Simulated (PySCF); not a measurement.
Geometry:
```csv
atom,x (Å),y (Å),z (Å)
C1,-2.436,-0.099,0.324
C2,-1.167,-0.719,-0.231
F3,-1.044,-0.366,-1.574
Si4,0.421,-0.105,0.658
C5,0.601,1.773,0.268
O6,-0.163,2.615,0.660
O7,1.622,-0.940,-0.141
C8,2.905,-0.760,0.095
O9,3.346,-0.028,0.926
H10,-3.295,-0.399,-0.272
H11,-2.364,0.985,0.309
H12,-2.581,-0.427,1.348
H13,-1.248,-1.812,-0.237
H14,0.425,-0.397,2.084
H15,1.451,2.066,-0.386
H16,3.520,-1.380,-0.576
```

Averaged over atoms made equivalent by symmetry, fast rotation or ring inversion, one conformer, relativity neglected, in vacuum. GIAO PBE0/pcSseg-1 shieldings; coordinates at the GFN2-xTB level; PySCF 2.14.0 with density-fitted response routines.

Scale: 13C (σref 186.93), 1H (σref 31.72), 29Si (σref 349.16) vs TMS; 19F (σref 170.95) vs CFCl3; 17O (σref 336.08) vs H2O (reference shieldings calculated alike).

```
      atoms  nucleus  count  Hirshfeld charge  δ (ppm)
         C2      13C      1             -0.02     89.0
         F3      19F      1             -0.12        ?
        Si4     29Si      1              0.42    -46.0
         O9      17O      1             -0.24    465.1
        H13       1H      1              0.04        ?
        H16       1H      1              0.07        ?
         C8      13C      1              0.19    166.7
         O6      17O      1             -0.20    940.3
         O7      17O      1             -0.18    203.1
        H15       1H      1              0.04        ?
         C5      13C      1              0.05    244.7
        H14       1H      1             -0.06     4.83
         C1      13C      1             -0.13     17.4
H10/H11/H12       1H      3              0.05     1.50
```

Problem. Complete the table.

Solution. 
- H15: 12.16 ppm, hydrogen on a carbonyl carbon
- H16: 8.42 ppm, hydrogen on a carbonyl carbon
- H13: 5.20 ppm, hydrogen on an sp3 CH bonded to F and Si; its carbon carries F, which withdraws density
- F3: -246.7 ppm, fluorine on an sp3 carbon

Shifts are as computed. Against solution values, carbons near 30 ppm lie about +3 ppm off and those near 130 ppm about +5 ppm. Of 1309 compounds with measured shifts, 239 miss one by over three times the rms of a fit or turn the order of signals round; such compounds aren't used in these exercises. Unscaled 19F shifts against computed CFCl3 carry errors that often reach 10 to 50 ppm. Unscaled 17O shifts of doubly bonded oxygen tend to come out too high, by tens of ppm or more. Experimental scales use liquid or dissolved standards, which lie at an offset from isolated H2O (liquid H2O: subtract about 36 ppm).
